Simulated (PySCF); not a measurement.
These 3 structures share the formula CH8OSi2. Method used: PySCF 2.14.0, PBE0-D3(BJ)/def2-SVP geometry optimisation, gas phase. One conformer each; no zero-point energy, no entropy. No frequencies were run at this level. Point groups hold within 0.08 Å.

Task: Rank from lowest to highest electronic energy at this level (kcal/mol).
A. `[CH3:1][SiH2:2][SiH2:3][OH:4]` with C1–Si2–Si3–O4 -177°, Si2–Si3–O4–H 56°
B. `C[SiH2]O[SiH3]`
C. `[CH3:1][O:2][SiH2:3][SiH3:4]` with C1–O2–Si3–Si4 179°

Result: B (0.0), A (23.2), C (41.2).

As drawn, the lowest has an Si–C bond, which the highest lacks; the highest has an Si–Si bond, which the lowest lacks.

```csv
SMILES,E (Eh),E rel (kcal/mol),dipole (D),point group,"A, B, C (MHz)"
C[SiH2]O[SiH3],-696.55741,0.0,0.93,Cs,"10882, 1980, 1764"
C[SiH2][SiH2]O,-696.52045,23.2,1.56,–,"10623, 1924, 1718"
CO[SiH2][SiH3],-696.49175,41.2,1.14,–,"12557, 1861, 1703"
```
